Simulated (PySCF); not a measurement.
## Bond curve of I2

Set-up: PySCF, scalar-relativistic core potentials, basis sets I cc-pVTZ-PP with ECP28. Energies in eV from I + I in their ground configurations at the same level. State: ¹Σg⁺ (singlet), closed shell.

All columns are PBE0.

```tsv
R (Å)	E (eV)	HOMO (eV)	LUMO (eV)	Mayer bond order	⟨S²⟩
2.299	-0.660	-6.82	-1.68	1.24	0.00
2.406	-1.434	-7.00	-2.30	1.20	0.00
2.513	-1.841	-7.15	-2.88	1.16	0.00
2.593	-1.977	-7.26	-3.28	1.14	0.00
2.673	-2.009	-7.36	-3.66	1.12	0.00
2.753	-1.966	-7.45	-4.00	1.10	0.00
2.860	-1.828	-7.56	-4.41	1.08	0.00
2.994	-1.576	-7.68	-4.86	1.06	0.00
3.154	-1.218	-7.79	-5.32	1.04	0.00
3.368	-0.727	-7.91	-5.80	1.03	0.00
```

Spin–orbit coupling is left out, which matters for elements this heavy, above all for dissociation energies.
